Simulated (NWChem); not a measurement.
System: CH₃F₃Sn; SMILES [C]([SnH3])(F)(F)F

Input file for NWChem:

```
start job
memory heap 200 mb stack 900 mb global 1100 mb
geometry units angstroms noautoz
  Sn     0.000000     0.000000     0.968637
  C      0.000000     0.000000    -1.234695
  F      0.868079     0.892304    -1.730679
  F     -1.206797     0.305627    -1.730679
  F      0.338718    -1.197930    -1.730679
  H      1.577816    -0.405316     1.475242
  H     -1.139922    -1.163771     1.475242
  H     -0.437894     1.569086     1.475242
end
basis spherical
  * library sto-3g
end
dft
  xc b3lyp
  iterations 150
  mulliken
end
task dft energy
```

Output (shortened):

```
             Northwest Computational Chemistry Package (NWChem) 7.3.0
             --------------------------------------------------------

 C3  symmetry detected

                             Geometry "geometry" -> ""
                             -------------------------

 Output coordinates in angstroms (scale by  1.889725989 to convert to a.u.)

  No.       Tag          Charge          X              Y              Z
 ---- ---------------- ---------- -------------- -------------- --------------
    1 Sn                  50.0000     0.00000000     0.00000000     0.98350824
    2 C                    6.0000     0.00000000    -0.00000000    -1.21982376
    3 F                    9.0000     0.00000007     1.24489633    -1.71580776
    4 F                    9.0000    -1.07811188    -0.62244810    -1.71580776
    5 F                    9.0000     1.07811181    -0.62244823    -1.71580776
    6 H                    1.0000     1.41356108     0.80970915     1.49011324
    7 H                    1.0000    -0.00555185    -1.62903438     1.49011324
    8 H                    1.0000    -1.40800924     0.81932523     1.49011324

 Effective nuclear repulsion energy (a.u.)     497.5078086179

      Symmetry information
      --------------------

 Group name             C3
 Group number              5
 Group order               3
 No. of unique centers     4

                                 NWChem DFT Module
                                 -----------------

 Summary of "ao basis" -> "ao basis" (spherical)
 ------------------------------------------------------------------------------
       Tag                 Description            Shells   Functions and Types
 ---------------- ------------------------------  ------  ---------------------
 Sn                          sto-3g                 11       27   5s4p2d
 C                           sto-3g                  3        5   2s1p
 F                           sto-3g                  3        5   2s1p
 H                           sto-3g                  1        1   1s

      Symmetry analysis of basis
      --------------------------

        a          20
        e+         15
        e-         15

  Rotation of axis

            General Information
            -------------------
          SCF calculation type: DFT
          Wavefunction type:  closed shell.
          No. of atoms     :     8
          No. of electrons :    86
           Alpha electrons :    43
            Beta electrons :    43
          Charge           :     0
          Spin multiplicity:     1
          Use of symmetry is: on ; symmetry adaption is: on
          Maximum number of iterations: 150
          AO basis - number of functions:    50
                     number of shells:    26
          Convergence on energy requested:  1.00D-06
          Convergence on density requested:  1.00D-05
          Convergence on gradient requested:  5.00D-04

              XC Information
              --------------
                         B3LYP Method XC Potential
                     Hartree-Fock (Exact) Exchange  0.200
                        Slater Exchange Functional  0.800 local
                    Becke 1988 Exchange Functional  0.720 non-local
              Lee-Yang-Parr Correlation Functional  0.810
                  VWN I RPA Correlation Functional  0.190 local

             Grid Information
             ----------------
          Grid used for XC integration:  medium
          Radial quadrature: Mura-Knowles
          Angular quadrature: Lebedev.
          Tag              B.-S. Rad. Rad. Pts. Rad. Cut. Ang. Pts.
          ---              ---------- --------- --------- ---------
          Sn                  1.45      123           7.0       590
          C                   0.70       49           8.0       434
          F                   0.50       49          11.0       434
          H                   0.35       45           8.0       434
          Grid pruning is: on
          Number of quadrature shells:   266
          Spatial weights used:  Erf1

      Superposition of Atomic Density Guess
      -------------------------------------

 Sum of atomic energies:       -6295.77493192

      Non-variational initial energy
      ------------------------------

 Total energy =   -6295.782624
 1-e energy   =   -9716.193268
 2-e energy   =    2922.902835
 HOMO         =      -0.129930
 LUMO         =       0.384581

      Symmetry analysis of molecular orbitals - initial
      -------------------------------------------------

  Numbering of irreducible representations:

     1 a           2 e+          3 e-

  Orbital symmetries:

     1 a           2 a           3 e+          4 e+          5 a
     6 a           7 e+          8 e+          9 a          10 a
    11 e+         12 e+         13 e+         14 e+         15 a
    16 e+         17 e+         18 a          19 a          20 e+
    21 e+         22 a          23 a          24 e+         25 e+
    26 a          27 e+         28 e+         29 a          30 e+
    31 e+         32 a          33 e+         34 e+         35 a
    36 e+         37 e+         38 e+         39 e+         40 a
    41 e+         42 e+         43 a          44 a          45 a
    46 e+         47 e+         48 a          49 e+         50 e+

     ---------------------------------------------
      Total Density - Mulliken Population Analysis
     ---------------------------------------------

    Atom       Charge   Shell Charges
 -----------   ------   -------------------------------------------------------
    1 Sn  50    49.27   2.00  2.00  6.00  2.00  5.99  2.01  5.98  1.23  2.10 10.00  9.96
    2 C    6     4.89   1.99  1.15  1.74
    3 F    9     9.42   2.00  1.92  5.50
    4 F    9     9.42   2.00  1.92  5.50
    5 F    9     9.42   2.00  1.92  5.50
    6 H    1     1.19   1.19
    7 H    1     1.19   1.19
    8 H    1     1.19   1.19

   convergence    iter        energy       DeltaE   RMS-Dens  Diis-err
 ---------------- ----- ----------------- --------- --------- ---------
 d= 0,ls=0.0,diis     1  -6299.6628143512 -6.80D+03  4.51D-02  1.43D+00
 d= 0,ls=0.0,diis     2  -6299.6433557065  1.95D-02  2.37D-02  1.81D+00
 d= 0,ls=0.0,diis     3  -6299.9050119197 -2.62D-01  1.37D-03  1.12D-03
 d= 0,ls=0.0,diis     4  -6299.9052305153 -2.19D-04  4.11D-04  7.68D-05
 d= 0,ls=0.0,diis     5  -6299.9052539156 -2.34D-05  4.23D-05  1.07D-06
 d= 0,ls=0.0,diis     6  -6299.9052542113 -2.96D-07  7.80D-06  5.02D-08

         Total DFT energy =    -6299.905254211252
      One electron energy =    -9707.136648456735
           Coulomb energy =     3109.514125276710
    Exchange-Corr. energy =     -199.790539649114
 Nuclear repulsion energy =      497.507808617888

 Numeric. integr. density =       85.999958663971

                  Occupations of the irreducible representations
                  ----------------------------------------------

                     irrep           alpha         beta
                     --------     --------     --------
                     a                17.0         17.0
                     e+               26.0         26.0
                     e-                0.0          0.0

                       DFT Final Molecular Orbital Analysis
                       ------------------------------------

 Vector   41  Occ=2.000000D+00  E=-2.102516D-01  Symmetry=e+
              MO Center=  1.1D-01,  2.7D-01, -1.6D+00, r^2= 2.1D+00
   Bfn.  Coefficient  Atom+Function         Bfn.  Coefficient  Atom+Function
  ----- ------------  ---------------      ----- ------------  ---------------
    36      0.524926  3 F  py                37      0.453835  3 F  pz
    46      0.441001  5 F  py                41      0.419880  4 F  py
    47     -0.303106  5 F  pz                42     -0.150729  4 F  pz
    45     -0.150242  5 F  px                49      0.103545  7 H  s
    35     -0.077399  3 F  px                50     -0.069488  8 H  s

 Vector   42  Occ=2.000000D+00  E=-2.012803D-01  Symmetry=a
              MO Center= -4.3D-11,  2.3D-10, -1.7D+00, r^2= 1.9D+00
   Bfn.  Coefficient  Atom+Function         Bfn.  Coefficient  Atom+Function
  ----- ------------  ---------------      ----- ------------  ---------------
    35      0.582823  3 F  px                41      0.504741  4 F  py
    46     -0.504739  5 F  py                40     -0.291410  4 F  px
    45     -0.291413  5 F  px

 Vector   43  Occ=2.000000D+00  E=-1.410150D-01  Symmetry=a
              MO Center=  3.4D-16, -8.6D-17, -9.6D-01, r^2= 2.8D+00
   Bfn.  Coefficient  Atom+Function         Bfn.  Coefficient  Atom+Function
  ----- ------------  ---------------      ----- ------------  ---------------
    37      0.479377  3 F  pz                42      0.479377  4 F  pz
    47      0.479377  5 F  pz                17      0.438613  1 Sn pz
    32     -0.248517  2 C  pz                14     -0.188046  1 Sn s
    13     -0.174121  1 Sn pz                29     -0.156238  2 C  s
    48      0.102539  6 H  s                 49      0.102539  7 H  s

 Vector   44  Occ=0.000000D+00  E= 1.991415D-01  Symmetry=a
              MO Center= -1.4D-17, -4.8D-17,  7.6D-03, r^2= 2.2D+00
   Bfn.  Coefficient  Atom+Function         Bfn.  Coefficient  Atom+Function
  ----- ------------  ---------------      ----- ------------  ---------------
    17      0.942463  1 Sn pz                32      0.697685  2 C  pz
    29      0.694153  2 C  s                 14     -0.573883  1 Sn s
    13     -0.264206  1 Sn pz                37     -0.173669  3 F  pz
    42     -0.173669  4 F  pz                47     -0.173669  5 F  pz
    28     -0.131116  2 C  s                 25     -0.102662  1 Sn d  0

 Vector   45  Occ=0.000000D+00  E= 2.401986D-01  Symmetry=a
              MO Center=  2.0D-14,  3.0D-16,  1.6D+00, r^2= 2.6D+00
   Bfn.  Coefficient  Atom+Function         Bfn.  Coefficient  Atom+Function
  ----- ------------  ---------------      ----- ------------  ---------------
    14      1.056781  1 Sn s                 48     -0.669299  6 H  s
    49     -0.669299  7 H  s                 50     -0.669299  8 H  s
    17      0.558068  1 Sn pz                10     -0.146136  1 Sn s
    13     -0.146389  1 Sn pz                 6      0.098158  1 Sn s
    25     -0.091696  1 Sn d  0              32     -0.057235  2 C  pz

 Vector   46  Occ=0.000000D+00  E= 2.580009D-01  Symmetry=e+
              MO Center=  7.5D-02,  1.0D-01,  6.6D-01, r^2= 3.3D+00
   Bfn.  Coefficient  Atom+Function         Bfn.  Coefficient  Atom+Function
  ----- ------------  ---------------      ----- ------------  ---------------
    15      0.974577  1 Sn px                48     -0.734499  6 H  s
    50      0.504404  8 H  s                 30      0.342767  2 C  px
    16      0.309855  1 Sn py                11     -0.251712  1 Sn px
    49      0.230095  7 H  s                 42      0.177177  4 F  pz
    40      0.155737  4 F  px                39      0.154551  4 F  s

     ---------------------------------------------
      Total Density - Mulliken Population Analysis
     ---------------------------------------------

    Atom       Charge   Shell Charges
 -----------   ------   -------------------------------------------------------
    1 Sn  50    49.39   2.00  2.00  6.00  2.00  5.99  2.01  5.98  1.19  2.32 10.00  9.91
    2 C    6     5.83   1.99  1.22  2.63
    3 F    9     9.12   2.00  1.95  5.18
    4 F    9     9.12   2.00  1.95  5.18
    5 F    9     9.12   2.00  1.95  5.18
    6 H    1     1.13   1.13
    7 H    1     1.13   1.13
    8 H    1     1.13   1.13

     -------------------------------------------
      Total Density - Lowdin Population Analysis
     -------------------------------------------

    Atom       Charge   Shell Charges
 -----------   ------   -------------------------------------------------------
    1 Sn  50    49.44   2.00  2.00  6.00  2.00  5.99  2.00  5.91  1.14  2.49  9.99  9.92
    2 C    6     5.90   1.98  1.18  2.74
    3 F    9     9.09   2.00  1.89  5.20
    4 F    9     9.09   2.00  1.89  5.20
    5 F    9     9.09   2.00  1.89  5.20
    6 H    1     1.13   1.13
    7 H    1     1.13   1.13
    8 H    1     1.13   1.13

     Multipole analysis of the density
     ---------------------------------

     L   x y z        total         alpha         beta         nuclear
     -   - - -        -----         -----         ----         -------
     0   0 0 0     -0.000000    -43.000000    -43.000000     86.000000

     1   1 0 0     -0.000000     -0.000000     -0.000000     -0.000000
     1   0 1 0      0.000000      0.000000      0.000000      0.000000
     1   0 0 1      0.505550      0.252775      0.252775      0.000000

     2   2 0 0    -33.156336    -61.042433    -61.042433     88.928531
     2   1 1 0     -0.000000     -0.000000     -0.000000      0.000000
     2   1 0 1      0.000000      0.000000      0.000000      0.000000
     2   0 2 0    -33.156336    -61.042433    -61.042433     88.928531
     2   0 1 1     -0.000000     -0.000000     -0.000000     -0.000000
     2   0 0 2    -33.307559   -272.773109   -272.773109    512.238659
```

Level: B3LYP/STO-3G, non-relativistic. Geometry: optimised at PBE0/def2-SVP (def2 core potentials past Kr).
